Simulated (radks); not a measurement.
Effect of the nuclear size on the aluminium ion Al8+, [He] 2s2 2p1. Calculated with a radial shooting solver on a logarithmic mesh with Libxc functionals: Dirac Kohn-Sham, relativistic LDA (MacDonald-Vosko exchange, VWN5 correlation), spin-unpolarised, spherical densities, finite nucleus; open shells are shared between the two j in proportion to 2j + 1; Fermi nuclear charge, rms radius 3.061 fm. The rms radius is varied about that value; shifts are against it.

| rms radius (fm) | total energy shift (eV) | density at nucleus (e/bohr^3) | 1s1/2 shift (meV) |
|---|---|---|---|
| 2.608 | -0.00104 | 1528 | -0.418 |
| 2.7733 | -0.000676 | 1526 | -0.273 |
| 3.061 | 0 | 1525 | 0.000 |
| 3.3212 | 0.000668 | 1523 | 0.270 |
| 3.5018 | 0.00116 | 1522 | 0.470 |

Slopes of the eigenvalues against <r^2> in GHz/fm^2, as finite differences over the two radii next to the reference (eigenvalue slopes, not the field-shift constants of lines): 1s1/2 39.3.
